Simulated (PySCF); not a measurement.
ClH₆NSSi₂, SMILES N[SiH2]S[SiH2]Cl. Atoms are numbered in the order given.

```xyz
11

Si     1.5917    -0.0454     0.3462
Cl     1.2421     0.8472    -1.5202
S     -0.0278    -1.3004     0.9293
Si    -1.6673     0.1562     0.7459
N     -2.2676     0.4396    -0.8420
H      1.7998     1.0796     1.2926
H      2.8055    -0.8895     0.2321
H     -1.1541     1.4389     1.2928
H     -2.7501    -0.4377     1.5680
H     -1.6344     0.8766    -1.5084
H     -2.8055    -0.2932    -1.2974
```
Charge 0, spin multiplicity 1.

Coordinates come from a B3LYP-D3(BJ)/def2-SVP optimisation. This is a generated structure with no PubChem entry under its InChIKey; it may be hypothetical. One conformer was computed; it need not be the lowest.

The numbers are results of PBE/def2-TZVP in PySCF, not measurements.

Atomic charges (e):

```tsv
atom	IAO	Löwdin
Si1	0.68	-0.32
Cl2	-0.32	0.18
S3	-0.43	0.27
Si4	0.77	-0.07
N5	-0.83	-0.26
H6	-0.11	-0.03
H7	-0.09	-0.03
H8	-0.12	-0.03
H9	-0.10	-0.03
H10	0.27	0.15
H11	0.27	0.16
```

Task: Give the Mayer and Wiberg (Löwdin basis) orders of the bonds. (Estimate from the structure and the level; the computed values follow.)

Result: 
```csv
bond,Mayer,Wiberg
Si1–Cl2,1.11,1.78
Si1–S3,1.21,1.65
S3–Si4,1.01,1.42
Si4–N5,1.24,1.62
Si1–H6,0.91,0.95
Si1–H7,0.92,0.95
Si4–H8,0.93,0.92
Si4–H9,0.94,0.93
N5–H10,0.91,0.94
N5–H11,0.91,0.95
```
